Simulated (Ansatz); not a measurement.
`[CH3][GaH][SH]` + H₂ → `[SH][GaH2]` + CH₄  (hydrogenolysis of a Ga–C bond)

Calculated with Ansatz (gas phase, PBE0-D4/def2-TZVP geometries, no zero-point term in ΔE). CCSD(T)/CBS adds triple-zeta CCSD(T) − MP2 to the extrapolated MP2 energy (def2 sets, frozen cores). This one scheme is used for every species. DFT in def2-TZVPP. B3LYP here is the variant with VWN-RPA as its local correlation; programs differ in this. For Ga outer-core shells are correlated without core-valence functions, which leaves a few kJ/mol of doubt a bond. Scalar relativity is left out up to krypton. One conformer a species, not always the lowest.

CCSD(T)/CBS gives -27.6 kJ/mol.

Problem. Another level gave -36.4 kJ/mol. Which?
A. LDA (SPW92)/def2-TZVPP
B. revPBE-D4/def2-TZVPP
C. B2PLYP/def2-TZVPP
D. B3LYP/def2-TZVPP

Solution. C. B2PLYP -36.4, revPBE-D4 -27.9, LDA (SPW92) -31.9, B3LYP -42.1 kJ/mol.

Largest T1 diagnostic among the species: 0.013.

At CCSD(T), def2-SVP lies −16.8 kJ/mol from the extrapolated value and def2-TZVPP −3.2 kJ/mol. Leaving LDA and LC-ωPBE aside and taking each functional with its dispersion term where it has one, the values, not all of them listed here, spread over 19.2 kJ/mol, from B97M-V to revPBE-D4.
